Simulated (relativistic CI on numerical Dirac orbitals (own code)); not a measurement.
**Calculated levels, Gd¹⁹⁺**

Calculated at this level of theory: Dirac-Coulomb-Breit CI, separate exchange-only KLI orbitals for each configuration, a model potential for QED, unscaled Slater integrals (own radial code, finite nucleus).

Configurations in the expansion (outside the closed core [Ar] 3d10): 4s2.4p6.4d9, 4s2.4p5.4d10, 4s2.4p6.4d8.4f, 4s.4p6.4d10, 4s2.4p5.4d9.4f, 4s2.4p6.4d8.5s, 4s2.4p6.4d8.5p, 4s.4p6.4d9.4f, 4s2.4p6.4d7.4f.5s, 4s2.4p6.4d8.5d, 4s2.4p6.4d7.5s.5p, 4s2.4p5.4d9.5s, 4s2.4p6.4d8.5f, 4s2.4p6.4d7.5s2, 4s2.4p6.4d6.4f.5s2, 4s2.4p5.4d7.4f.5s2, 4s2.4p6.4d6.5s2.5p. Double excitations out of closed p, d and f shells are left out; levels of such configurations are missing from the list, as are those of other unlisted configurations, and high levels can miss mixing partners.

The lowest level is 4s2.4p6.4d9 2D_5/2, with 100 % of that term; Hund's rules for 4s2.4p6.4d9 give 2D with J = 5/2, in agreement.

| No. | Configuration | Term | J | E (eV) | % | Next component (%) | Lifetime (s) | jj configuration (%) |
| --- | --- | --- | --- | --- | --- | --- | --- | --- |
| 1 | 4s2.4p6.4d9 | 2D | 5/2 | 0.000 | 100 |  |  | 4d5/2^5 (100) |
| 2 | 4s2.4p6.4d9 | 2D | 3/2 | 6.833 | 100 |  | 3.70e-04 | 4d3/2^3 4d5/2^6 (100) |
| 3 | 4s2.4p5.4d10 | 2P° | 3/2 | 128.598 | 76 | 23 4s2.4p6.4d8.4f 2P° | 5.63e-11 | 4p3/2^3 (76) |
| 4 | 4s2.4p6.4d8.4f | 4F° | 5/2 | 140.537 | 42 | 27 4D° | 1.58e-08 | 4d5/2^4 4f5/2 (94) |
| 5 | 4s2.4p6.4d8.4f | 4F° | 7/2 | 140.653 | 63 | 20 4D° | 2.81e-09 | 4d5/2^4 4f5/2 (69) |
| 6 | 4s2.4p6.4d8.4f | 4D° | 3/2 | 141.820 | 37 | 24 4P° | 1.70e-09 | 4d5/2^4 4f5/2 (80) |
| 7 | 4s2.4p6.4d8.4f | 4F° | 9/2 | 141.822 | 79 | 13 4G° | 7.96e-05 | 4d5/2^4 4f7/2 (55) |
| 8 | 4s2.4p6.4d8.4f | 2F° | 5/2 | 142.791 | 30 | 29 4D° | 5.18e-10 | 4d5/2^4 4f5/2 (63) |
| 9 | 4s2.4p6.4d8.4f | 2P° | 1/2 | 143.013 | 55 | 14 4P° | 5.39e-10 | 4d5/2^4 4f7/2 (88) |
| 10 | 4s2.4p6.4d8.4f | 4I° | 15/2 | 143.650 | 91 | 9 2K° |  | 4d5/2^4 4f7/2 (97) |
| 11 | 4s2.4p6.4d8.4f | 4I° | 13/2 | 143.807 | 46 | 29 4H° | 2.69e+01 | 4d5/2^4 4f5/2 (80) |
| 12 | 4s2.4p6.4d8.4f | 4D° | 7/2 | 143.925 | 61 | 19 2F° | 1.25e-08 | 4d5/2^4 4f7/2 (57) |
| 13 | 4s2.4p6.4d8.4f | 4H° | 11/2 | 144.514 | 47 | 34 4G° | 4.20e-02 | 4d5/2^4 4f5/2 (67) |
| 14 | 4s2.4p6.4d8.4f | 4F° | 3/2 | 144.741 | 48 | 23 4P° | 3.25e-10 | 4d3/2^3 4d5/2^5 4f5/2 (40) |
| 15 | 4s2.4p6.4d8.4f | 4H° | 13/2 | 145.067 | 56 | 35 2I° | 1.07e-01 | 4d5/2^4 4f7/2 (81) |
| 16 | 4s2.4p6.4d8.4f | 2G° | 9/2 | 145.481 | 35 | 26 4H° | 1.64e-04 | 4d5/2^4 4f5/2 (66) |
| 17 | 4s2.4p6.4d8.4f | 2D° | 3/2 | 146.700 | 41 | 38 4F° | 5.11e-10 | 4d3/2^3 4d5/2^5 4f5/2 (63) |
| 18 | 4s2.4p6.4d8.4f | 4G° | 11/2 | 146.849 | 37 | 30 4I° | 2.58e-03 | 4d5/2^4 4f7/2 (61) |
| 19 | 4s2.4p6.4d8.4f | 4D° | 1/2 | 146.917 | 59 | 32 2P° | 3.24e-10 | 4d3/2^3 4d5/2^5 4f5/2 (38) |
| 20 | 4s2.4p6.4d8.4f | 4P° | 5/2 | 147.299 | 32 | 30 2F° | 1.89e-09 | 4d3/2^3 4d5/2^5 4f5/2 (38) |
| 21 | 4s2.4p6.4d8.4f | 2G° | 7/2 | 147.421 | 51 | 24 4H° | 1.04e-09 | 4d5/2^4 4f5/2 (60) |
| 22 | 4s2.4p6.4d8.4f | 4I° | 9/2 | 147.605 | 25 | 24 2H° | 7.47e-03 | 4d5/2^4 4f5/2 (62) |
| 23 | 4s2.4p6.4d8.4f | 2P° | 3/2 | 148.492 | 43 | 21 2D° | 6.83e-10 | 4d5/2^4 4f5/2 (46) |
| 24 | 4s2.4p6.4d8.4f | 2D° | 5/2 | 148.538 | 32 | 20 4F° | 2.71e-09 | 4d3/2^3 4d5/2^5 4f5/2 (41) |
| 25 | 4s2.4p6.4d8.4f | 4P° | 1/2 | 148.720 | 44 | 26 2P° | 1.42e-08 | 4d3/2^3 4d5/2^5 4f5/2 (57) |
| 26 | 4s2.4p6.4d8.4f | 4G° | 7/2 | 148.737 | 65 | 12 4H° | 1.87e-10 | 4d3/2^3 4d5/2^5 4f5/2 (63) |
| 27 | 4s2.4p6.4d8.4f | 2G° | 9/2 | 148.913 | 30 | 24 4F° | 1.86e-03 | 4d5/2^4 4f7/2 (61) |
| 28 | 4s2.4p6.4d8.4f | 4D° | 3/2 | 149.107 | 43 | 21 2P° | 6.44e-10 | 4d3/2^3 4d5/2^5 4f5/2 (70) |
| 29 | 4s2.4p6.4d8.4f | 4P° | 1/2 | 149.590 | 31 | 30 2S° | 8.68e-10 | 4d3/2^3 4d5/2^5 4f7/2 (82) |
| 30 | 4s2.4p6.4d8.4f | 4I° | 11/2 | 150.091 | 43 | 23 2H° | 6.40e-04 | 4d3/2^3 4d5/2^5 4f5/2 (43) |
| 31 | 4s2.4p6.4d8.4f | 2G° | 9/2 | 150.319 | 47 | 25 4F° | 2.93e-04 | 4d3/2^3 4d5/2^5 4f7/2 (49) |
| 32 | 4s2.4p6.4d8.4f | 2F° | 7/2 | 150.570 | 37 | 35 2G° | 7.22e-10 | 4d3/2^3 4d5/2^5 4f7/2 (60) |
| 33 | 4s2.4p6.4d8.4f | 2I° | 11/2 | 150.571 | 37 | 31 2H° | 8.42e-04 | 4d5/2^4 4f7/2 (60) |
| 34 | 4s2.4p6.4d8.4f | 4G° | 5/2 | 150.737 | 30 | 28 4F° | 1.13e-10 | 4d5/2^4 4f7/2 (27) |
| 35 | 4s2.4p6.4d8.4f | 4I° | 13/2 | 150.877 | 50 | 27 2I° | 3.04e-04 | 4d3/2^3 4d5/2^5 4f7/2 (90) |
| 36 | 4s2.4p6.4d8.4f | 2D° | 5/2 | 151.115 | 33 | 21 4F° | 3.10e-10 | 4d3/2^3 4d5/2^5 4f5/2 (35) |
| 37 | 4s2.4p6.4d8.4f | 4H° | 9/2 | 151.234 | 39 | 20 4G° | 2.27e-04 | 4d3/2^3 4d5/2^5 4f5/2 (62) |
| 38 | 4s2.4p6.4d8.4f | 2P° | 3/2 | 151.260 | 28 | 28 4S° | 8.25e-09 | 4d5/2^4 4f7/2 (59) |
| 39 | 4s2.4p6.4d8.4f | 4F° | 7/2 | 152.219 | 49 | 29 4H° | 8.42e-10 | 4d3/2^3 4d5/2^5 4f5/2 (43) |
| 40 | 4s2.4p6.4d8.4f | 2D° | 5/2 | 152.336 | 42 | 31 4G° | 9.64e-10 | 4d3/2^3 4d5/2^5 4f7/2 (33) |
| 41 | 4s2.4p6.4d8.4f | 2K° | 13/2 | 152.436 | 75 | 23 2I° | 7.73e-04 | 4d3/2^3 4d5/2^5 4f5/2 (89) |
| 42 | 4s2.4p6.4d8.4f | 4F° | 3/2 | 152.452 | 34 | 33 2D° | 3.90e-10 | 4d3/2^3 4d5/2^5 4f7/2 (65) |
| 43 | 4s2.4p6.4d8.4f | 2H° | 11/2 | 153.090 | 62 | 21 4H° | 2.79e-04 | 4d3/2^3 4d5/2^5 4f7/2 (64) |
| 44 | 4s2.4p6.4d8.4f | 4D° | 1/2 | 153.203 | 56 | 27 2S° | 2.44e-10 | 4d3/2^3 4d5/2^5 4f5/2 (51) |
| 45 | 4s2.4p6.4d8.4f | 2K° | 15/2 | 153.242 | 91 | 9 4I° | 7.96e-04 | 4d3/2^3 4d5/2^5 4f7/2 (97) |

Energies count from the lowest computed level; ° marks odd parity; lifetimes are radiative, by E1, M1, E2, M2, E3 decay to levels of this space only; some are left blank where a channel outside the calculation adds to the decay or the decay crosses a small, uncertain gap. Filled j subshells are mostly left out of the jj labels.

The mean weight of the leading LS term, summed over parents, in these 45 levels is 50 %, and that of the leading jj configuration (from the same eigenvectors) 64 %, so jj coupling describes them better and the LS labels are nominal.

At this charge energies of transitions that change n are usually good to better than 1 %, and those within a shell (Δn = 0) to a few per cent.

LS names give the leading component of a level, which can be under half, so a name can repeat, a term be missing and a line seem to break the LS rules.
